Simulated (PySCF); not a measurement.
C₄H₈O₂, SMILES C[C@@]1(C[C@@H]1O)O.

Geometry: ωB97X-D3(BJ)/def2-SVP. The structure was generated by enumeration; whether it is a known compound was not checked. One conformer was computed; it need not be the lowest.

All values below come from TDDFT-LC-ωPBE/def2-SVPD (PySCF).

Vertical excitations. 

Computed lowest excited states:
```
state  energy (eV)  λ (nm)      f                                                                   main pairs
-----  -----------  ------  -----  ---------------------------------------------------------------------------
S1            7.48     166  0.015                           HOMO→LUMO 41 %, HOMO−1→LUMO 18 %, HOMO→LUMO+1 17 %
S2            7.55     164  0.002        HOMO−1→LUMO 41 %, HOMO→LUMO+1 18 %, HOMO−1→LUMO+1 13 %, HOMO→LUMO 7 %
S3            8.00     155  0.010           HOMO→LUMO+1 38 %, HOMO→LUMO 33 %, HOMO→LUMO+4 7 %, HOMO−3→LUMO 6 %
S4            8.56     145  0.038       HOMO−1→LUMO+1 39 %, HOMO−1→LUMO 16 %, HOMO−2→LUMO 9 %, HOMO→LUMO+2 8 %
S5            8.72     142  0.002                                           HOMO→LUMO+2 34 %, HOMO→LUMO+4 24 %
S6            8.80     141  0.015                      HOMO−1→LUMO+2 36 %, HOMO−1→LUMO+4 34 %, HOMO→LUMO+2 8 %
S7            9.00     138  0.060        HOMO→LUMO+2 26 %, HOMO→LUMO+3 22 %, HOMO→LUMO+4 22 %, HOMO→LUMO+5 7 %
S8            9.07     137  0.001  HOMO−1→LUMO+2 30 %, HOMO−1→LUMO+3 20 %, HOMO−1→LUMO+4 13 %, HOMO→LUMO+3 7 %
S9            9.23     134  0.051                          HOMO→LUMO+3 42 %, HOMO→LUMO+4 18 %, HOMO→LUMO+7 7 %
S10           9.40     132  0.013  HOMO−2→LUMO+1 23 %, HOMO−2→LUMO 17 %, HOMO−1→LUMO+1 15 %, HOMO−1→LUMO+3 9 %
T1            7.20     172      0         HOMO−1→LUMO 34 %, HOMO→LUMO 21 %, HOMO→LUMO+1 9 %, HOMO−1→LUMO+1 8 %
T2            7.24     171      0        HOMO→LUMO+1 28 %, HOMO−1→LUMO 20 %, HOMO→LUMO 16 %, HOMO−1→LUMO+1 9 %
T3            7.69     161      0           HOMO→LUMO 36 %, HOMO→LUMO+1 26 %, HOMO→LUMO+4 6 %, HOMO−3→LUMO 6 %
T4            8.27     150      0    HOMO−1→LUMO+1 35 %, HOMO−1→LUMO 16 %, HOMO−2→LUMO+1 10 %, HOMO−2→LUMO 9 %
```
Triplets are in the Tamm–Dancoff approximation, which puts them higher than full response would, so one can lie above its singlet here.
